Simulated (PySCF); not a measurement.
A geometry optimisation on `CO[Si@@](O)([GeH3])C(F)(F)F`.

Method: PBE0-D3(BJ)/def2-SVP geometry optimisation, gas phase (PySCF 2.14.0). Start geometry: GFN2-xTB. A driver script takes a list of jobs; this job's settings line and coordinates (Å) are shown.

Input:
```
{"job": {"xc": "PBE0", "basis": "def2-SVP", "d3": "d3bj", "grid": 1, "kind": "geom"}, "charge": 0, "multiplicity": 1}
C     -1.168921     2.139796    -0.706049
O     -1.203729     0.778423    -0.369349
Si     0.010487    -0.267356    -0.365511
O      0.513455    -0.525149    -1.884050
Ge     1.687133     0.071347     1.206170
C     -0.826609    -1.876986     0.303518
F     -2.153426    -1.898934     0.438192
F     -0.309067    -2.146124     1.534012
F     -0.497912    -2.948468    -0.453237
H     -2.150967     2.558458    -0.491233
H     -0.409841     2.661166    -0.117812
H     -0.940412     2.258106    -1.765467
H      1.055460    -1.264914    -2.149371
H      2.596483    -1.104010     1.346957
H      2.602861     1.214818     0.881108
H      1.187406     0.358772     2.580711
```

Output:
```
step   0  E = -2895.30445630  max force = 0.024351
step   1  E = -2895.31277872  max force = 0.004575
step   2  E = -2895.31300509  max force = 0.001450
step   3  E = -2895.31311095  max force = 0.001031
step   4  E = -2895.31319005  max force = 0.001445
step   5  E = -2895.31334343  max force = 0.001618
step   6  E = -2895.31288823  max force = 0.006737
step   7  E = -2895.31351226  max force = 0.003984
step   8  E = -2895.31370250  max force = 0.002724
step   9  E = -2895.31396254  max force = 0.001514
... (5 lines left out)
step  15  E = -2895.31426823  max force = 0.000758
step  16  E = -2895.31430251  max force = 0.000928
step  17  E = -2895.31433546  max force = 0.000866
step  18  E = -2895.31438886  max force = 0.000934
step  19  E = -2895.31443057  max force = 0.001272
step  20  E = -2895.31446648  max force = 0.000797
step  21  E = -2895.31450353  max force = 0.000465
step  22  E = -2895.31451402  max force = 0.000884
step  23  E = -2895.31453011  max force = 0.000773
step  24  E = -2895.31454377  max force = 0.000376
optimisation converged
```

Energies in Eh; «max force» is the largest Cartesian gradient component in Eh/bohr.

Q: At which steps does the energy rise by more than 1e-5 Eh?

A: At step 6 (+0.46 mEh).

Q: Give the first gradient maximum in eV/Å.

A: With 1 Eh/bohr = 51.422 eV/Å, 1.252 eV/Å.

Main results: final energy -2895.31454 Eh after 24 steps; dipole 3.02 D.

Rough CPU time on one thread of a shared machine: about 10 min.
Labels such as C1 count atoms from 1, the log's own numbers from 0.
